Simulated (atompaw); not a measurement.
Before and after: PAW (atompaw) potential for V (Z = 23)

```json
{"Element": "V (Z = 23)", "Generator": "atompaw 4.2.0.5", "Type": "PAW", "Functional": "PBE", "Relativity": "scalar-relativistic", "Frozen core": "[Ar]", "Valence charge": "5", "Reference configuration": "3d3.5 4s1.5 4p0", "Partial waves": "4s (bound): rc 2.85 bohr; 4s channel at 0.15 Ry: rc 2.85 bohr; 4p (bound, empty): rc 2.85 bohr; 4p channel at 0.5 Ry: rc 2.85 bohr; 3d (bound): rc 2.85 bohr; 3d channel at 2.95 Ry: rc 1.65 bohr; 4f channel at -0.15 Ry: rc 2.60 bohr; 4f channel at 1.65 Ry: rc 2.60 bohr", "Local potential": "troulliermartins scheme with l = 4 at 0.5 Ry, radius 2.55 bohr", "Core correction": "smooth core density matched at 2.80 bohr", "Augmentation charge": "besselshape compensation charge, radius 2.25 bohr; PAW radius 2.85 bohr; waves and projectors: custom polynom vanderbiltortho"}
```

All-electron outer shells of the reference configuration (PBE, scalar-relativistic, ld1.x):

```tsv
shell	level (eV)	outermost node (bohr)	outermost maximum (bohr)
3s	-68.18	0.38	0.82
3p	-42.07	0.35	0.85
4s	-4.24	1.18	2.83
3d	-3.61	–	0.91
4p	-1.22	1.31	3.87
```

Change: augmentation besselshape compensation charge, radius 2.25 bohr; PAW radius 2.85 bohr; waves and projectors: custom polynom2 7 10 vanderbiltortho.

Cutoffs: the cutoffs (Ry, on a coarse ladder) from which the occupation-weighted sum of valence levels, in a spherical-Bessel basis at the reference potential, stays within 10 and 1 mRy of its value at 400 Ry; they do not see the model core or the augmentation charge, which bear on the density cutoff.

Q: What does the change do?

A: The potential gets harder (10 Ry and 18 Ry → 15 Ry and 35 Ry); the bound ghost in p, s disappears; the range in which the s phases agree narrows (upper end at the end of the scan → 2.3); the range in which the p phases agree narrows (upper end 3.9 → 2.8).

| quantity | base | changed |
| --- | --- | --- |
| cutoff, loose | 10 Ry | 15 Ry |
| cutoff, tight | 18 Ry | 35 Ry |
| bound ghosts | s, p | none |
| s: phases at 2.87 bohr within 0.05 rad from the reference energy up to (Ry; the scan ends near 5) | to the end of the scan | 2.3 |
| p: phases at 2.87 bohr within 0.05 rad from the reference energy up to (Ry; the scan ends near 5) | 3.9 | 2.8 |
| d: phases at 2.87 bohr within 0.05 rad from the reference energy up to (Ry; the scan ends near 5) | 1.0 | 0.0 |
| f: phases at 2.87 bohr within 0.05 rad from the reference energy up to (Ry; the scan ends near 5) | to the end of the scan | to the end of the scan |
| lowest overlap eigenvalue by channel | s 0.10, p 0.56, d 1.00, f 0.98 | s 0.89, p 1.00, d 1.00, f 0.95 |

 A true bound ghost makes a file unfit for plane-wave use even where its test errors are small: the radial tests pick states by their node count and pass the ghost by. The cutoffs see the waves, projectors and local potential, not the compensation charge or the core.
